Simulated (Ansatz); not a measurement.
## Counterpoise correction, worked out

The pair of Cl⁻ (SMILES [Cl-], atom 1) and H2O (SMILES O, atoms 2–4), both closed shells, in one local arrangement (a lower one may exist), relaxed at PBE0-D4/def2-TZVPD:

```
4
angstrom
Cl 0.1739 0.0598 -2.0872
O 0.2197 -0.0260 1.0013
H -0.7373 -0.0363 1.0685
H 0.3437 0.0025 0.0173
```

Ansatz 0.2.0; basis: def2-TZVPPD; cores frozen in the correlated methods.

CCSD(T) total energies in eV:

| system | geometry | basis functions | energy |
| --- | --- | --- | --- |
| pair | pair | all | -14589.59139 |
| Cl⁻ | as in the pair | all (partner as ghosts) | -12511.64493 |
| H2O | as in the pair | all (partner as ghosts) | -2077.31277 |
| Cl⁻ | as in the pair | its own | -12511.60949 |
| H2O | as in the pair | its own | -2077.30776 |
| Cl⁻ | free (PBE0-D4 minimum) | its own | -12511.60949 |
| H2O | free (PBE0-D4 minimum) | its own | -2077.33570 |

**Question.** Work out the interaction energy with and without the counterpoise correction, the superposition error, and the binding energy from the relaxed fragments.

**Answer.** Without correction: -14589.59139 − (-12511.60949) − (-2077.30776) = -0.67414 eV.
With correction (each fragment in the whole basis): -14589.59139 − (-12511.64493) − (-2077.31277) = -0.63369 eV = -14.61 kcal/mol.
The superposition error is the difference, 0.04045 eV, 6 % of the uncorrected value: each fragment borrows its partner's functions.
Deformation from the free shapes: 0.00000 eV for Cl⁻ and 0.02794 eV for H2O.
Binding energy from relaxed fragments: -0.63369 + 0.00000 + 0.02794 = -0.60575 eV = -13.97 kcal/mol (electronic, without zero-point energy; negative means bound). For comparison, the corrected interaction energy by CCSD(T) at an estimated basis limit (MP2 extrapolated from triple and quadruple zeta, plus CCSD(T) − MP2 in triple zeta) is -0.669 eV; triple zeta with the correction binds less.

The T1 diagnostic stays at or below 0.011.

For scale, one of the runs: CCSD(T)/def2-TZVPPD, 125 basis functions, launched by `ansatz run in.yaml --threads 2 --pin off --events-out ev --progress --plain --max-ram 5222MiB`. Time: 2.6 s of wall clock on 2 CPU threads of an Intel Xeon 6975P-C; the host was shared. Peak host memory: 0.64 GiB.
